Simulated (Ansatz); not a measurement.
`OB([SiH3])Cl` → B• + Cl• + 4 H• + O• + Si•  (atomization)

Calculated with Ansatz (gas phase, PBE0-D4/def2-TZVP geometries, no zero-point term in ΔE). CCSD(T)/CBS adds triple-zeta CCSD(T) − MP2 to the extrapolated MP2 energy (def2 sets, frozen cores). This one scheme is used for every species, atoms too. Functionals use def2-TZVPP. B3LYP here is the variant with VWN-RPA as its local correlation; programs differ in this. HSE06 is defined as in plane-wave codes. No spin–orbit coupling; open shells (•) take unrestricted orbitals. Spin–orbit coupling would lower the free atoms: a little for B, Cl, O, Si. Each species was taken in one conformer, which may not be the lowest.

| level | ΔE (kJ/mol) | difference from CCSD(T)/CBS |
| --- | --- | --- |
| LDA (SPW92) | 3127.5 | 375.3 |
| PBE-D4 | 2786.0 | 33.8 |
| revPBE-D4 | 2721.5 | -30.7 |
| BLYP-D4 | 2737.8 | -14.4 |
| B97M-V | 2776.2 | 24.0 |
| PBE0-D4 | 2744.9 | -7.3 |
| B3LYP-D4 | 2746.9 | -5.3 |
| r2SCANh-D4 | 2754.8 | 2.6 |
| r2SCAN0-D4 | 2729.3 | -22.9 |
| HSE06-D4 | 2746.9 | -5.3 |
| BHLYP-D4 | 2681.3 | -70.9 |
| CAM-B3LYP-D4 | 2761.3 | 9.1 |
| ωB97M-V | 2766.3 | 14.1 |
| B2PLYP | 2721.3 | -30.9 |
| PBE-QIDH | 2733.7 | -18.5 |
| PBE | 2770.2 | 18.0 |
| BLYP | 2702.9 | -49.3 |
| r2SCAN | 2769.0 | 16.8 |
| PBE0 | 2731.5 | -20.7 |
| B3LYP | 2721.1 | -31.1 |
| r2SCANh | 2750.8 | -1.4 |
| r2SCAN0 | 2724.9 | -27.3 |
| HSE06 | 2734.3 | -17.9 |
| BHLYP | 2660.8 | -91.4 |
| CAM-B3LYP | 2747.6 | -4.6 |
| LC-ωPBE | 2734.4 | -17.8 |
| HF/def2-SVP | 2078.8 | -673.4 |
| MP2/def2-SVP | 2640.9 | -111.3 |
| CCSD/def2-SVP | 2574.6 | -177.6 |
| CCSD(T)/def2-SVP | 2601.3 | -150.9 |
| HF/def2-TZVPP | 2066.7 | -685.5 |
| MP2/def2-TZVPP | 2730.4 | -21.8 |
| SCS-MP2/def2-TZVPP | 2714.0 | -38.2 |
| CCSD/def2-TZVPP | 2641.4 | -110.8 |
| CCSD(T)/def2-TZVPP | 2680.5 | -71.7 |
| MP2/def2-QZVPP | 2772.7 | 20.5 |
| SCS-MP2/def2-QZVPP | 2761.0 | 8.8 |
| HF/CBS(def2) | 2070.5 | -681.7 |
| MP2/CBS(def2) | 2802.1 | 49.9 |
| CCSD/CBS(def2) | 2713.0 | -39.2 |
| CCSD(T)/CBS | 2752.2 | 0 |

Largest T1 diagnostic among the species: 0.014.

The D4 term adds +25.8 kJ/mol with B3LYP and +13.4 kJ/mol with PBE0; it sums over pairs of atoms, weighted by their polarisabilities, and B3LYP, whose exchange is more repulsive, gets the larger term. From PBE to PBE0 (25 % exact exchange), in def2-TZVPP and without D4, ΔE moves by −38.7 kJ/mol: exact exchange takes away binding that semilocal exchange gives to molecules. At CCSD(T), def2-SVP lies −150.9 kJ/mol from the extrapolated value and def2-TZVPP −71.7 kJ/mol: correlation converges slowly with the basis, and small sets miss more of it in the bonded molecule than in its fragments.

For atomizations the MP2-based limit and the directly extrapolated one differ by several kJ/mol either way, and by 10 to 25 for some Ge, Se and Sn compounds, so smaller differences from it don't rank the levels.
